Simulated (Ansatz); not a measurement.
A structure relaxed at r2SCAN-D4/def2-TZVP in Ansatz, charge 0, singlet:

```xyz
4

Al   -0.4860   -1.0969   -0.8979
Al    0.4865    1.1017    0.8961
F     0.7617   -1.6337   -1.8583
F    -0.7622    1.6289    1.8601
```

(1) Give its formula and point group.

(2) Summarise the bond lengths by kind (pairs closer than 1.2 times the sum of covalent radii, bridged metal pairs left out).

## Answers

(1) Al₂F₂ (the lowest singlet isomer of a short search). Point group C2h (tolerance 0.1 Å).

(2) 2 × Al–F 1.66 Å.

The structure comes from a short search, and lower isomers may exist.
